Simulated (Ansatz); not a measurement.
Born–Oppenheimer molecular dynamics of C₂H₇ClOSi (12 atoms, charge 0, multiplicity 1). It starts from a relaxed structure.

These are results of RHF/STO-3G (Ansatz), not measurements.

```json
{
  "ensemble": "NVT, Nosé–Hoover chain",
  "time step": "0.5 fs",
  "steps asked": "150",
  "set temperature": "50 K",
  "thermostat": "time constant 100 fs, chain length 3 (defaults)",
  "seed": "731696"
}
```

First frame:

```xyz
12
Properties=species:S:1:pos:R:3
Si -0.012 -0.063 -0.232
H 0.075 -0.385 1.154
O 1.494 0.003 -0.940
C 2.347 -1.117 -0.710
H 1.941 -2.046 -1.123
H 3.304 -0.923 -1.201
H 2.545 -1.282 0.356
C -0.881 1.538 -0.560
H -1.887 1.522 -0.160
H -0.346 2.357 -0.096
H -0.944 1.737 -1.622
Cl -1.102 -1.631 -1.098
```

Question: How far do the bonds stretch over the last three quarters of this one trajectory? (Pairs bonded in most of those frames.)

Answer: 
```
    bond  mean (Å)  spread (Å)  shortest  longest
  Si1–H2     1.425       0.003      1.42     1.43
  Si1–O3     1.671       0.011      1.65     1.69
  Si1–C8     1.850       0.008      1.83     1.86
Si1–Cl12     2.096       0.003      2.09     2.10
   O3–C4     1.428       0.010      1.41     1.45
   C4–H5     1.096       0.012      1.07     1.12
   C4–H6     1.093       0.007      1.08     1.11
   C4–H7     1.096       0.015      1.07     1.12
   C8–H9     1.082       0.004      1.07     1.09
  C8–H10     1.082       0.011      1.06     1.10
  C8–H11     1.083       0.009      1.07     1.10
```

Mean temperature of the second half: 25 K. The conserved energy stayed within 0.074 meV per atom of its start (net change 0.043 meV per atom), so the integration is sound. The mean temperature of the second half is 49 % below the set value. A run of 0.075 ps of so small a system gives no equilibrium averages. Limits of this set-up: minimal basis.

Run time: 2.2 min on 1 thread of Arm Neoverse V1, with other jobs on the host, peak memory 0.09 GiB.
